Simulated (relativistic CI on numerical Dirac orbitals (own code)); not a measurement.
Ni4+ in a cubic cluster: 1s photoemission with charge transfer

Computed with a charge-transfer multiplet model of a cubic metal-ligand cluster with up to 2 ligand holes, Slater and spin-orbit integrals from Dirac-Coulomb-Breit ions, Slater integrals scaled by 0.7. The ground state mixes d6 with configurations of k ligand holes L, whose averages lie at kΔ + k(k − 1)U_dd/2; a core hole lowers each added d electron by U_cd. 300 K, Lorentzian 1.1 eV and Gaussian 0.6 eV FWHM.

Atomic integrals in eV (Slater integrals scaled, ζ unscaled), ground: F2dd 9.934, F4dd 6.234, zeta_d 0.099; with the core hole: F2dd 11.038, F4dd 6.951, zeta_d 0.134, G2cd 0.068.

Cluster parameters (eV): Δ = -1, U_dd = 7.4, U_cd = 9.5, 10Dq(ligand) = 1.6, V(eg) = 3.6, V(t2g) = -1.53, final-state hopping factor = 0.8.

```
          Case   n_d    d6   d7L  d8L2     S
10Dq = 1.15 eV  6.94  0.24  0.58  0.18  0.03
10Dq = 1.45 eV  6.93  0.25  0.57  0.18  0.02
10Dq = 1.75 eV  6.92  0.25  0.57  0.18  0.02
10Dq = 2.05 eV  6.91  0.26  0.57  0.17  0.01
10Dq = 2.65 eV  6.89  0.27  0.56  0.16  0.01
```

Weights, n_d and S are thermal averages at 300 K. Binding energies count from the first peak over 30 % of the highest in each spectrum, which can be another peak from case to case. The parameters are a model scan and need not match a compound or its usual spin state. Peaks in eV (height, largest 100):
- 10Dq = 1.15 eV: 0.0 (100), 13.0 (17)
- 10Dq = 1.45 eV: 0.0 (100), 13.0 (18)
- 10Dq = 1.75 eV: 0.0 (100), 13.0 (19)
- 10Dq = 2.05 eV: 0.0 (100), 12.9 (19)
- 10Dq = 2.65 eV: 0.0 (100), 12.9 (19)

For the case 10Dq = 1.75 eV, Δ = -1 eV is smaller than U_dd = 7.4 eV, the charge-transfer side of the Zaanen-Sawatzky-Allen scheme (negative Δ: between configuration averages a ligand hole costs less than the nominal valence; multiplet and field energies can change this for the lowest states). With the core hole the average of the configuration with one ligand hole lies at Δ − U_cd = -10.5 eV before mixing: it lies below the unscreened one, so the lowest final states are mostly screened and the unscreened weight appears at higher binding energy as a satellite.

With at most 2 ligand holes the space is cut while the next configuration still counts, so covalency is underestimated, and a final configuration with one more ligand hole, which can lie low, is missing from the spectra.
